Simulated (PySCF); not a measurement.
C2H6F2Si.
SMILES: `C(C[SiH3])(F)F`

Method used: EOM-IP-CCSD/aug-cc-pVDZ in PySCF, restricted Hartree–Fock reference, frozen core, non-relativistic, gas phase, PBE0-D3(BJ)/def2-SVP geometry.

Hartree–Fock orbital energies give these Koopmans values (eV): HOMO 12.84, HOMO-1 13.08, HOMO-2 13.13, HOMO-3 14.19, HOMO-4 15.57, HOMO-5 16.94, HOMO-6 17.15, HOMO-7 18.11.

**Question.** What vertical ionisation energies does EOM-IP-CCSD give?

**Answer.** 
| leading hole (HF orbital) | Koopmans (eV) | EOM-IP-CCSD (eV) | change (eV) | one-hole share |
| --- | --- | --- | --- | --- |
| HOMO | 12.84 | 11.84 | -1.00 | 0.95 |
| HOMO-2 | 13.13 | 12.28 | -0.85 | 0.95 |
| HOMO-1 | 13.08 | 12.44 | -0.64 | 0.95 |
| HOMO-3 | 14.19 | 12.91 | -1.28 | 0.95 |
| HOMO-4 | 15.57 | 14.23 | -1.34 | 0.95 |
| HOMO-6 | 17.15 | 14.64 | -2.51 | 0.95 |
| HOMO-5 | 16.94 | 15.09 | -1.85 | 0.95 |
| HOMO-7 | 18.11 | 15.37 | -2.74 | 0.94 |

**Question.** Does the order of the lines follow the orbital energies?

**Answer.** No: the HOMO-2 hole (12.28 eV) falls below the HOMO-1 hole (12.44 eV); the HOMO-6 hole (14.64 eV) falls below the HOMO-5 hole (15.09 eV). The corrections run from -2.74 to -0.64 eV, with a mean of -1.53 eV over the 8 lines; no line lies above its Koopmans value.

**Question.** At what kinetic energies would He I light (21.22 eV) eject these electrons?

**Answer.** 9.38 eV (HOMO), 8.94 eV (HOMO-2), 8.78 eV (HOMO-1), 8.31 eV (HOMO-3), 6.99 eV (HOMO-4), 6.58 eV (HOMO-6), 6.13 eV (HOMO-5), 5.85 eV (HOMO-7).

**Question.** What total energy has the lowest final state, and which wavelength reaches it?

**Answer.** E(CCSD) + ionisation energy = -567.92642 + 0.43498 = -567.49144 Eh, at the geometry of the initial state. The threshold wavelength is 1239.84 eV nm/11.84 eV = 104.7 nm.

One root was sought for each valence orbital with −ε under 21 eV, eight at most, so deeper holes and satellites are missing; no vibrational structure.

Shape of the structure used: `[F:1][CH:2]([F:3])[CH2:4][SiH3:5]`: F1–C2–C4–Si5 -54°.

One conformer stands for the species.
